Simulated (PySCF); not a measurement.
Manganese: a sound run and one with changed settings

Sound run: Mn²⁺ [Ar] 3d5, Mn³⁺ [Ar] 3d4. Calculation: PySCF 2.14, in pcseg-2; the non-relativistic Hamiltonian (point nucleus). The sound run starts from symmetry-adapted Hartree-Fock orbitals and uses a fine grid where one is needed.

A second run was set up differently.

```tsv
species	method	sound run (hartree)	changed run (hartree)	converged
Mn²⁺	UHF	-1149.08695	-1149.08695	yes
Mn²⁺	PBE0	-1149.94280	-1153.44796	yes
Mn²⁺	TPSS	-1150.17330	-1157.22089	yes
Mn³⁺	UHF	-1147.89393	-1147.89393	yes
Mn³⁺	PBE0	-1148.69145	-1150.00915	yes
Mn³⁺	TPSS	-1148.92563	-1152.54077	yes
```

Ionisation energy of Mn²⁺:

| method | sound run (eV) | changed run (eV) |
| --- | --- | --- |
| UHF | 32.464 | 32.464 |

(1) What was changed?
A. basis contracted for another Hamiltonian
B. a valence shell is frozen
C. angular grid far too coarse
D. too few SCF iterations

## Answers

(1) C. It used 6 angular points. A coarse angular grid integrates products of high-l functions wrongly, so density functionals can shift, and the SCF can exploit the error; Hartree-Fock and MP2 need no grid.
